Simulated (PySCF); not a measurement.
Computed Raman spectrum (relative Raman activity) of a molecule C3H8O2. Coordinates come from a PBE0-D3(BJ)/def2-SVP optimisation. One conformer was computed; it need not be the lowest. All values below come from PBE0-D3(BJ)/def2-SVP (PySCF). Frequencies are harmonic and unscaled.

ν (cm⁻¹): 534 (vw), 854 (w), 929 (vw), 942 (vw), 1222 (w), 1378 (w), 1393 (w), 1426 (w), 1445 (vw), 1465 (w), 1468 (w), 1493 (w), 2943 (vs), 3048 (vs), 3085 (s), 3101 (s), 3142 (s), 3168 (s), 3798 (m), 3845 (m) (against the strongest line: vs over 80 %, s over 45 %, m over 15 %, w over 4 %, vw less)

Problem. Pick the molecule that these values belong to.
A) CC(O)CO
B) COCOC
C) COCCO

Solution. A, CC(O)CO
